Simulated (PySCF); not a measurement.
# Mayer bond orders and bond lengths

Species: i-PeOMe, C₆H₁₄O.
SMILES with atom numbers: `[CH3:1][O:2][CH2:3][CH2:4][CH:5]([CH3:6])[CH3:7]` (hydrogens: H8, H9, H10 on C1; H11, H12 on C3; H13, H14 on C4; H15 on C5; H16, H17, H18 on C6; H19, H20, H21 on C7)

Geometry (GFN2-xTB, Å), atoms numbered from 1 in this order:
```
atom  x, y, z in Å
C1     3.1193    0.5821   -0.0599
O2     1.7713    0.5441   -0.4373
C3     1.1732   -0.7163   -0.2276
C4    -0.2929   -0.6455   -0.6405
C5    -1.1188    0.3229    0.2141
C6    -1.3540   -0.2239    1.6202
C7    -2.4587    0.5997   -0.4651
H8     3.7158   -0.1402   -0.6329
H9     3.2419    0.3632    1.0095
H10    3.4749    1.5898   -0.2664
H11    1.2717   -1.0059    0.8300
H12    1.6927   -1.4796   -0.8307
H13   -0.7225   -1.6480   -0.5858
H14   -0.3256   -0.3133   -1.6796
H15   -0.5597    1.2606    0.2860
H16   -1.8711   -1.1810    1.5740
H17   -0.4165   -0.3646    2.1518
H18   -1.9652    0.4682    2.1954
H19   -3.0183   -0.3254   -0.5920
H20   -2.3093    1.0486   -1.4443
H21   -3.0570    1.2813    0.1353
```

Bond orders from the PBE0/pcSseg-1 density (PySCF). The structure is a single GFN2-xTB conformer in the gas phase; no vibrational or solvent corrections.

Where do the orders between heavy atoms depart from those drawn in the SMILES?

The largest departure is 0.083, at O2–C3 (drawn single, 0.917).

Give the Mayer order of every bond, beside its length.

| bond | drawn as | length (Å) | Mayer order |
| --- | --- | --- | --- |
| C1–O2 | single | 1.400 | 0.941 |
| O2–C3 | single | 1.411 | 0.917 |
| C3–C4 | single | 1.525 | 1.062 |
| C4–C5 | single | 1.533 | 0.998 |
| C5–C6 | single | 1.527 | 1.024 |
| C5–C7 | single | 1.528 | 1.045 |
| C1–H8 | single | 1.098 | 0.959 |
| C1–H9 | single | 1.098 | 0.959 |
| C1–H10 | single | 1.088 | 0.974 |
| C3–H11 | single | 1.101 | 0.930 |
| C3–H12 | single | 1.103 | 0.945 |
| C4–H13 | single | 1.092 | 0.944 |
| C4–H14 | single | 1.091 | 0.947 |
| C5–H15 | single | 1.094 | 0.936 |
| C6–H16 | single | 1.089 | 0.963 |
| C6–H17 | single | 1.087 | 0.965 |
| C6–H18 | single | 1.088 | 0.969 |
| C7–H19 | single | 1.089 | 0.963 |
| C7–H20 | single | 1.087 | 0.967 |
| C7–H21 | single | 1.088 | 0.968 |

Bonds between the same two heavy elements. C–O: lowest O2–C3 (0.917, 1.411 Å), highest C1–O2 (0.941, 1.400 Å). C–C: lowest C4–C5 (0.998, 1.533 Å), highest C3–C4 (1.062, 1.525 Å).

Sum the orders of all bonds at each heavy atom with more than one neighbour and set the sums beside the valence in the SMILES.

C1 3.833 (drawn 4), O2 1.858 (drawn 2), C3 3.854 (drawn 4), C4 3.951 (drawn 4), C5 4.003 (drawn 4), C6 3.921 (drawn 4), C7 3.943 (drawn 4). Orders between atoms that aren't bonded are not in these sums.

For a closed shell the Mayer order of atoms A and B is Σ (PS)μν (PS)νμ over the basis functions μ on A and ν on B, with P the density and S the overlap matrix.

These values come from a run that also computed NMR shieldings. Hardware: an Arm Neoverse V1 with one thread, shared host. Cost: 30 s wall.
